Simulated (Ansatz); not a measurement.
## Cost against result

Saddle point of BH₂Cl₃O₂, singlet (BCl₃ ([Cl][B]([Cl])[Cl]) + H₂O₂ ([OH][OH]) → BHCl₂O₂ ([OH][O][B]([Cl])[Cl]) + HCl; bonds formed: Cl2–H5; dative contacts that become bonds: B1–O6; bonds broken: B1–Cl2, H5–O6), PBE0-D4/def2-TZVP structure:

B1  (-0.400, -0.542, -0.359)
Cl2  (1.149, 0.306, -1.677)
Cl3  (-0.489, -2.252, -0.720)
Cl4  (-1.854, 0.464, -0.447)
H5  (1.307, 0.087, -0.201)
O6  (0.531, -0.260, 0.768)
O7  (0.318, 0.958, 1.476)
H8  (-0.562, 1.240, 1.160)
(Å)

Barriers are electronic and count from the start structure reached by relaxing down the imaginary mode.

Program: Ansatz 0.2.0. Basis: as named in each row. Cores are frozen in the correlated methods. B3LYP uses VWN-RPA correlation. Extrapolation: Hartree–Fock as exp(−7.88 √X), correlation as X^−2.97.

Times are rough, for one single point on 8 threads of a shared host (Arm Neoverse V1).

The estimate by CCSD(T) at an estimated basis limit (MP2 extrapolated from triple and quadruple zeta, plus CCSD(T) − MP2 in triple zeta) is 98.9 kJ/mol.

| method | basis | time (s) | barrier (kJ/mol) | method less estimate |
| --- | --- | --- | --- | --- |
| HF | STO-3G | under 1 | 184.6 | 85.7 |
| PBE-D4 | STO-3G | under 1 | 64.2 | -34.7 |
| SPW92 | def2-SVP | under 1 | 58.3 | -40.6 |
| PBE-D4 | def2-SVP | under 1 | 67.2 | -31.7 |
| B3LYP-D4 | 6-31G | under 1 | 110.0 | 11.1 |
| PBE0-D4 | def2-SVP | under 1 | 86.5 | -12.4 |
| SPW92 | def2-TZVPP | under 1 | 62.7 | -36.3 |
| PBE-D4 | def2-TZVPP | 1 | 70.5 | -28.5 |
| BLYP-D4 | def2-TZVPP | 1 | 72.7 | -26.2 |
| B3LYP-D4 | def2-TZVPP | 2 | 86.6 | -12.3 |
| BHLYP-D4 | def2-TZVPP | 2 | 106.4 | 7.5 |
| PBE0-D4 | def2-TZVPP | 2 | 87.9 | -11.1 |
| CAM-B3LYP-D4 | def2-TZVPP | 2 | 93.3 | -5.6 |
| wB97M-V | def2-SVP | 3 | 93.1 | -5.8 |
| r2SCAN-D4 | def2-TZVPP | 3 | 80.0 | -18.9 |
| CCSD(T) | def2-SVP | 3 | 97.7 | -1.2 |
| RPA on PBE | def2-TZVPP | 3 | 91.2 | -7.7 |
| r2SCAN0-D4 | def2-TZVPP | 4 | 92.8 | -6.1 |
| B2PLYP | def2-TZVPP | 4 | 90.8 | -8.2 |
| PBE-QIDH | def2-TZVPP | 4 | 97.8 | -1.1 |
| wB97X-V | def2-TZVPP | 5 | 98.7 | -0.3 |
| B97M-V | def2-TZVPP | 6 | 94.4 | -4.6 |
| wB97M-V | def2-TZVPP | 6 | 96.0 | -2.9 |
| MP2 | def2-QZVPP | 12 | 94.7 | -4.3 |
| CCSD(T) | def2-TZVPP | 120 | 97.2 | -1.7 |

All methods are single points on the PBE0-D4 structures.

The T1 diagnostic stays at or below 0.013.

Labels in which every atom is bracketed show which atoms are joined, not bond orders.
